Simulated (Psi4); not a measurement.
Input file for Psi4: SAPT0/jun-cc-pV(D+d)Z on CH9NSi (a complex), monomers drawn apart or pushed together.

```
memory 1800 MB

molecule dimer {
0 1
N     0.41452016   -0.62546238   -0.36335327
H     1.29003088   -0.52808686    0.13769779
H    -0.09299095    0.24524254   -0.25634220
H    -0.12212494   -1.34702964    0.10398364
--
0 1
C    -0.63808422    0.91360987    6.38072824
Si   -0.35648560    0.50186985    4.57287320
H    -1.21021260    0.12629730    6.87503015
H    -1.19113432    1.84891474    6.48536494
H     0.31149604    1.02239998    6.90797411
H     0.39516242   -0.76959295    4.43807854
H     0.42072692    1.57620622    3.90845310
H    -1.65088706    0.35627727    3.86361873
units angstrom
symmetry c1
no_reorient
no_com
}

set {
  basis jun-cc-pV(D+d)Z
  scf_type df
  freeze_core true
}

energy('sapt0')
```

It printed:

```
[...]
==> Input File <==

--------------------------------------------------------------------------
memory 1800 MB

molecule dimer {
0 1
N     0.41452016   -0.62546238   -0.36335327
H     1.29003088   -0.52808686    0.13769779
H    -0.09299095    0.24524254   -0.25634220
H    -0.12212494   -1.34702964    0.10398364
--
0 1
C    -0.63808422    0.91360987    6.38072824
Si   -0.35648560    0.50186985    4.57287320
H    -1.21021260    0.12629730    6.87503015
H    -1.19113432    1.84891474    6.48536494
H     0.31149604    1.02239998    6.90797411
H     0.39516242   -0.76959295    4.43807854
H     0.42072692    1.57620622    3.90845310
H    -1.65088706    0.35627727    3.86361873
units angstrom
symmetry c1
no_reorient
no_com
}

set {
  basis jun-cc-pV(D+d)Z
  scf_type df
  freeze_core true
}

energy('sapt0')
--------------------------------------------------------------------------


   => Loading Basis Set <=

    Name: JUN-CC-PV(D+D)Z
    Role: ORBITAL
    Keyword: BASIS
    atoms 1         entry N          line   222 file jun-cc-pv_dpd_z.gbs
    atoms 2-4, 7-12 entry H          line    60 file jun-cc-pv_dpd_z.gbs
    atoms 5         entry C          line   188 file jun-cc-pv_dpd_z.gbs
    atoms 6         entry SI         line   566 file jun-cc-pv_dpd_z.gbs

   => Loading Basis Set <=

    Name: JUN-CC-PV(D+D)Z
    Role: ORBITAL
    Keyword: BASIS
    atoms 1         entry N          line   222 file jun-cc-pv_dpd_z.gbs
    atoms 2-4, 7-12 entry H          line    60 file jun-cc-pv_dpd_z.gbs
    atoms 5         entry C          line   188 file jun-cc-pv_dpd_z.gbs
    atoms 6         entry SI         line   566 file jun-cc-pv_dpd_z.gbs


  //>>>>>>>>>>>>>>>>>>>>>>>>>>>>>>>>>>>//
  //              Dimer HF             //
  //<<<<<<<<<<<<<<<<<<<<<<<<<<<<<<<<<<<//

   => Libint2 <=

    Primary   basis highest AM E, G, H:  7, 6, 3
    Auxiliary basis highest AM E, G, H:  7, 7, 4
    Onebody   basis highest AM E, G, H:  -, -, -
    Solid Harmonics ordering:            Gaussian


   => Loading Basis Set <=

    Name: JUN-CC-PV(D+D)Z
    Role: ORBITAL
    Keyword: BASIS
    atoms 1         entry N          line   222 file jun-cc-pv_dpd_z.gbs
    atoms 2-4, 7-12 entry H          line    60 file jun-cc-pv_dpd_z.gbs
    atoms 5         entry C          line   188 file jun-cc-pv_dpd_z.gbs
    atoms 6         entry SI         line   566 file jun-cc-pv_dpd_z.gbs


         ---------------------------------------------------------
                                   SCF
               by Justin Turney, Rob Parrish, Andy Simmonett
                          and Daniel G. A. Smith
                              RHF Reference
                        1 Threads,   1716 MiB Core
         ---------------------------------------------------------

  ==> Geometry <==

    Molecular point group: c1
    Full point group: C1

    Geometry (in Angstrom), charge = 0, multiplicity = 1:

       Center              X                  Y                   Z               Mass
    ------------   -----------------  -----------------  -----------------  -----------------
         N            0.414520160000    -0.625462380000    -0.363353270000    14.003074004430
         H            1.290030880000    -0.528086860000     0.137697790000     1.007825032230
         H           -0.092990950000     0.245242540000    -0.256342200000     1.007825032230
         H           -0.122124940000    -1.347029640000     0.103983640000     1.007825032230
         C           -0.638084220000     0.913609870000     6.380728240000    12.000000000000
         SI          -0.356485600000     0.501869850000     4.572873200000    27.976926534650
         H           -1.210212600000     0.126297300000     6.875030150000     1.007825032230
         H           -1.191134320000     1.848914740000     6.485364940000     1.007825032230
         H            0.311496040000     1.022399980000     6.907974110000     1.007825032230
         H            0.395162420000    -0.769592950000     4.438078540000     1.007825032230
         H            0.420726920000     1.576206220000     3.908453100000     1.007825032230
         H           -1.650887060000     0.356277270000     3.863618730000     1.007825032230

  Running in c1 symmetry.

  Rotational constants: A =      0.84350  B =      0.01296  C =      0.01288 [cm^-1]
  Rotational constants: A =  25287.47904  B =    388.48964  C =    386.01862 [MHz]
  Nuclear repulsion =   99.602000534998183

  Charge       = 0
  Multiplicity = 1
  Electrons    = 36
  Nalpha       = 18
  Nbeta        = 18

  ==> Algorithm <==

  SCF Algorithm Type is DF.
  DIIS enabled.
  MOM disabled.
  Fractional occupation disabled.
  Guess Type is SAD.
  Energy threshold   = 1.00e-08
  Density threshold  = 1.00e-08
  Integral threshold = 1.00e-12

  ==> Primary Basis <==

  Basis Set: JUN-CC-PV(D+D)Z
    Blend: JUN-CC-PV(D+D)Z
    Number of shells: 54
    Number of basis functions: 108
    Number of Cartesian functions: 112
    Spherical Harmonics?: true
   
[...]
932
      98A      3.468998    99A      3.516810   100A      3.519148
     101A      3.573200   102A      3.573227   103A      3.650846
     104A      3.650881   105A      4.997958   106A      6.017605
     107A      6.017841   108A     25.414886

    Final Occupation by Irrep:
              A
    DOCC [    13 ]
    NA   [    13 ]
    NB   [    13 ]

  @DF-RHF Final Energy:  -330.29945227650603

   => Energetics <=

    Nuclear Repulsion Energy =             62.8302271674207802
    One-Electron Energy =                -580.3684149891520292
    Two-Electron Energy =                 187.2387355452252677
    Total Energy =                       -330.2994522765060310

Computation Completed


Properties will be evaluated at   0.000000,   0.000000,   0.000000 [a0]

Properties computed using the SCF density matrix


 Multipole Moments:

 ------------------------------------------------------------------------------------
     Multipole            Electronic (a.u.)      Nuclear  (a.u.)        Total (a.u.)
 ------------------------------------------------------------------------------------

 L = 1.  Multiply by 2.5417464519 to convert [e a0] to [Debye]
 Dipole X            :         22.1505893          -22.1932315           -0.0426421
 Dipole Y            :        -31.4362907           31.4985970            0.0623063
 Dipole Z            :       -254.4279596          254.7031714            0.2752119
 Magnitude           :                                                    0.2853804

 ------------------------------------------------------------------------------------

  Constructing Basis Sets for SAPT...

   => Loading Basis Set <=

    Name: (JUN-CC-PV(D+D)Z AUX)
    Role: RIFIT
    Keyword: DF_BASIS_SAPT
    atoms 1         entry N          line   144 file jun-cc-pvdz-ri.gbs
    atoms 2-4, 7-12 entry H          line    30 file jun-cc-pvdz-ri.gbs
    atoms 5         entry C          line   100 file jun-cc-pvdz-ri.gbs
    atoms 6         entry SI         line   376 file jun-cc-pvdz-ri.gbs

   => Loading Basis Set <=

    Name: (JUN-CC-PV(D+D)Z AUX)
    Role: JKFIT
    Keyword: DF_BASIS_ELST
    atoms 1         entry N          line   202 file jun-cc-pvdz-jkfit.gbs
    atoms 2-4, 7-12 entry H          line    70 file jun-cc-pvdz-jkfit.gbs
    atoms 5         entry C          line   146 file jun-cc-pvdz-jkfit.gbs
    atoms 6         entry SI         line   506 file jun-cc-pvdz-jkfit.gbs


  //>>>>>>>>>>>>>>>>>>>>>>>>>>>>>>>>>>>//
  //               SAPT0               //
  //<<<<<<<<<<<<<<<<<<<<<<<<<<<<<<<<<<<//



        SAPT0
    Ed Hohenstein
     6 June 2009

      Orbital Information
  --------------------------
    NSO        =       108
    NMO        =       108
    NRI        =       341
    NRI (Elst) =       486
    NOCC A     =         5
    NOCC B     =        13
    FOCC A     =         1
    FOCC B     =         6
    NVIR A     =       103
    NVIR B     =        95

    Elst10,r            =    -0.000163355753 [Eh]
    Exch10              =     0.000032650533 [Eh]
    Exch10 (S^2)        =     0.000032648693 [Eh]

    Maxiter = 50
    CPHF R converge = 1.000000E-08

    Iter     Energy [mEh]          dE [mEh]         Residual      Time [s]
       1      -0.00657599       0.006575986     2.263732e-04             0
       2      -0.00761876       0.001042778     3.896395e-05             0
       3      -0.00760643      -0.000012335     1.656502e-05             0
       4      -0.00759313      -0.000013300     3.196320e-06             0
       5      -0.00759599       0.000002861     4.776818e-07             0
       6      -0.00759593      -0.000000057     8.708675e-08             0
       7      -0.00759590      -0.000000035     1.127130e-08             0
       8      -0.00759591       0.000000007     2.313283e-09             1

    CHF Iterations converged

    Maxiter = 50
    CPHF R converge = 1.000000E-08

    Iter     Energy [mEh]          dE [mEh]         Residual      Time [s]
       1      -0.00669023       0.006690226     4.332003e-04             0
       2      -0.00807293       0.001382706     1.794255e-04             0
       3      -0.00829654       0.000223603     4.388297e-05             0
       4      -0.00825735      -0.000039185     9.760258e-06             0
       5      -0.00825299      -0.000004360     1.208397e-06             0
       6      -0.00825442       0.000001426     2.976173e-07             0
       7      -0.00825443       0.000000012     5.867940e-08             0
       8      -0.00825438      -0.000000050     8.571281e-09             0

    CHF Iterations converged

    Ind20,r (A<-B)      =    -0.000007595905 [Eh]
    Ind20,r (B<-A)      =    -0.000008254378 [Eh]
    Ind20,r             =    -0.000015850283 [Eh]
    Exch-Ind20,r (A<-B) =     0.000006895594 [Eh]
    Exch-Ind20,r (B<-A) =     0.000000863102 [Eh]
    Exch-Ind20,r        =     0.000007758696 [Eh]
    Disp20              =    -0.000178493314 [Eh]
    Disp20 (SS)         =    -0.000089246657 [Eh]
    Disp20 (OS)         =    -0.000089246657 [Eh]
    Exch-Disp20         =     0.000003287239 [Eh]
    Exch-Disp20 (SS)    =     0.000002130289 [Eh]
    Exch-Disp20 (OS)    =     0.000001156950 [Eh]

    SAPT Results
  --------------------------------------------------------------------------------------------------------
    Electrostatics                 -0.16335575 [mEh]      -0.10250728 [kcal/mol]      -0.42889047 [kJ/mol]
      Elst10,r                     -0.16335575 [mEh]      -0.10250728 [kcal/mol]      -0.42889047 [kJ/mol]

    Exchange                        0.03265053 [mEh]       0.02048852 [kcal/mol]       0.08572396 [kJ/mol]
      Exch10                        0.03265053 [mEh]       0.02048852 [kcal/mol]       0.08572396 [kJ/mol]
      Exch10(S^2)                   0.03264869 [mEh]       0.02048736 [kcal/mol]       0.08571913 [kJ/mol]

    Induction                      -0.01033332 [mEh]      -0.00648426 [kcal/mol]      -0.02713014 [kJ/mol]
      Ind20,r                      -0.01585028 [mEh]      -0.00994620 [kcal/mol]      -0.04161491 [kJ/mol]
      Exch-Ind20,r                  0.00775870 [mEh]       0.00486866 [kcal/mol]       0.02037045 [kJ/mol]
      delta HF,r (2)               -0.00224174 [mEh]      -0.00140671 [kcal/mol]      -0.00588568 [kJ/mol]

    Dispersion                     -0.17520608 [mEh]      -0.10994347 [kcal/mol]      -0.46000349 [kJ/mol]
      Disp20                       -0.17849331 [mEh]      -0.11200625 [kcal/mol]      -0.46863413 [kJ/mol]
      Exch-Disp20                   0.00328724 [mEh]       0.00206277 [kcal/mol]       0.00863064 [kJ/mol]
      Disp20 (SS)                  -0.08924666 [mEh]      -0.05600312 [kcal/mol]      -0.23431707 [kJ/mol]
      Disp20 (OS)                  -0.08924666 [mEh]      -0.05600312 [kcal/mol]      -0.23431707 [kJ/mol]
      Exch-Disp20 (SS)              0.00213029 [mEh]       0.00133678 [kcal/mol]       0.00559307 [kJ/mol]
      Exch-Disp20 (OS)              0.00115695 [mEh]       0.00072600 [kcal/mol]       0.00303757 [kJ/mol]

  Total HF                         -0.14103854 [mEh]      -0.08850302 [kcal/mol]      -0.37029665 [kJ/mol]
  Total SAPT0                      -0.31624462 [mEh]      -0.19844649 [kcal/mol]      -0.83030013 [kJ/mol]

  Special recipe for scaled SAPT0 (see Manual):
    Electrostatics sSAPT0          -0.16335575 [mEh]      -0.10250728 [kcal/mol]      -0.42889047 [kJ/mol]
    Exchange sSAPT0                 0.03265053 [mEh]       0.02048852 [kcal/mol]       0.08572396 [kJ/mol]
    Induction sSAPT0               -0.01033201 [mEh]      -0.00648344 [kcal/mol]      -0.02712670 [kJ/mol]
    Dispersion sSAPT0              -0.17520552 [mEh]      -0.10994312 [kcal/mol]      -0.46000203 [kJ/mol]
  Total sSAPT0                     -0.31624275 [mEh]      -0.19844532 [kcal/mol]      -0.83029523 [kJ/mol]
  --------------------------------------------------------------------------------------------------------



*** Psi4 exiting successfully. Buy a developer a beer!
```

The run finished.

Cost: very roughly 16 core-seconds.
